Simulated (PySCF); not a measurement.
## GeH₄ + 2 O₂ → GeO₂ + 2 H₂O

Level: PBE in the def2-TZVP basis family, all electrons, no relativity, computed in PySCF with density fitting; open shells unrestricted.

```json
{"species": "GeH₄", "state and structure": "singlet, Td, Ge–H 1.544 Å (×4)", "ZPE (kJ/mol)": "75.3", "H(298 K) − H(0) (kJ/mol)": "10.9", "S° (J/(mol K))": "218.2"}
{"species": "O₂", "state and structure": "triplet, D∞h, O–O 1.219 Å", "ZPE (kJ/mol)": "9.3", "H(298 K) − H(0) (kJ/mol)": "8.7", "S° (J/(mol K))": "205.2"}
{"species": "GeO₂", "state and structure": "singlet, D∞h, Ge–O 1.636 Å (×2)", "ZPE (kJ/mol)": "13.8", "H(298 K) − H(0) (kJ/mol)": "11.9", "S° (J/(mol K))": "246.4"}
{"species": "H₂O", "state and structure": "singlet, C2v, O–H 0.971 Å (×2); H–O–H 104.3°", "ZPE (kJ/mol)": "54.3", "H(298 K) − H(0) (kJ/mol)": "9.9", "S° (J/(mol K))": "189.0"}
```

(1) Is the gas-phase reaction uphill or downhill in electronic energy at this level, and by how much?

(2) Add zero-point, thermal and entropy terms for 298.15 K and 1 bar.

## Answers

(1) At PBE/def2-TZVP, ΔE = -587.9 kJ/mol, downhill. 

(2) ΔZPE = 28.5 and Δ[H(298) − H(0)] = 3.4 kJ/mol give ΔH° = -556.0 kJ/mol. ΔS° = -4.2 J/(mol K), so ΔG° = -556.0 − 298.15 × (-0.0042) = -555 kJ/mol.

Each species is the lowest minimum found with this bonding; other isomers or fragments can lie lower.
